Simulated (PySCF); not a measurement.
Gas-phase reaction: Ge3H8 + 3 O2 → 3 GeO2 + 4 H2

Computed with PySCF and rigid-rotor harmonic-oscillator thermochemistry at 1 bar. † marks an energy on the PBE0/def2-TZVP geometry and frequencies; other levels use their own. MP2 freezes the core. 6-31G* has spherical d functions here. Open shells (unrestricted): O2 (multiplicity 3); the rest are closed-shell singlets. B3LYP is the form with VWN-RPA correlation. Ge: all electrons, no relativistic terms. GeO2: computed as isolated molecules; such fragments, hydroxides, amides, oligomers or adducts are transient or little studied in the gas. MP2 isn't extrapolated to the basis-set limit.

MP2/def2-SVP† gives ΔH°(298 K) = -400 kJ.

Q: What do B3LYP/6-31G*, MP2/def2-TZVPP†, r2SCAN/def2-TZVP† give?

A: B3LYP/6-31G*: -237 kJ; MP2/def2-TZVPP†: -583 kJ; r2SCAN/def2-TZVP†: -327 kJ. For scale, ΔH°(298 K) is -400 kJ at this level, -328 kJ at ωB97M-V/def2-TZVP†, and runs from -583 to 203 kJ over the 18 levels computed.
